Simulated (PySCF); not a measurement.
## Sn⁺: ionisation energy

Sn⁺ [Kr] 4d10 5s2 5p1 (2P) → Sn²⁺ [Kr] 4d10 5s2 (1S), as a difference of total energies. Calculation: PySCF 2.14, in x2c-TZVPPall (8s6p4d2f, 60 functions); scalar relativity by spin-free X2C-1e. Correlated levels: valence and next inner shell: [Ar] 3d10 frozen. The calculations carry no spin-orbit coupling.

```json
{"method": "UHF", "ionisation energy (eV)": "13.717"}
{"method": "MP2 (valence and next inner shell)", "ionisation energy (eV)": "14.065"}
{"method": "SCS-MP2 (valence and next inner shell)", "ionisation energy (eV)": "13.990"}
{"method": "CCSD (valence and next inner shell)", "ionisation energy (eV)": "14.086"}
{"method": "CCSD(T) (valence and next inner shell)", "ionisation energy (eV)": "14.103"}
```

**Question.** How much does correlation contribute at CCSD(T) (valence and next inner shell)?

**Answer.** 14.103 − (13.717) = 0.386 eV, measured against UHF.

Errors of the correlated levels include the incompleteness of this basis and the frozen core.

For comparison: 14.282 eV (measured; NIST levels, between the centres of gravity of the two terms).
